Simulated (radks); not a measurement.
Question: Hg2+, configuration [Xe] 4f14 5d10. Method: Dirac Kohn-Sham, LDA (Slater exchange, Perdew-Wang correlation), spin-unpolarised, spherical densities, finite nucleus; Fermi nuclear charge, rms radius 5.4648 fm; computed with a radial shooting solver on a logarithmic mesh with Libxc functionals. Some entries of the table are withheld. Estimate them.

orbital  occ.  eigenvalue (hartree)  r(max) (bohr)
1s1/2       2             -3048.340        0.01023
2s1/2       2             -540.5022        0.05941
2p1/2       2             -518.9564        0.04362
2p3/2       4             -447.4604        0.05112
3s1/2       2             -128.7781         0.1672
3p1/2       2             -119.0060            (1)
3p3/2       4             -103.1737            (2)
3d3/2       4             -86.86241         0.1330
3d5/2       6             -83.46683         0.1371
4s1/2       2             -28.83774            (3)
4p1/2       2             -24.64114         0.3742
4p3/2       4             -20.80888         0.4055
4d3/2       4             -13.91739         0.3976
4d5/2       6             -13.20274         0.4072
5s1/2       2              -5.05134         0.8279
4f5/2       6              -4.32366         0.3637
4f7/2       8              -4.16942         0.3683
5p1/2       2              -3.65985         0.8720
5p3/2       4              -2.98142         0.9519
5d3/2       4                   (4)          1.140
5d5/2       6                   (5)          1.178

Answer: 
(1) 3p1/2 r(max) (bohr): 0.1558
(2) 3p3/2 r(max) (bohr): 0.1711
(3) 4s1/2 r(max) (bohr): 0.3764
(4) 5d3/2 eigenvalue (hartree): -1.11157
(5) 5d5/2 eigenvalue (hartree): -1.04039
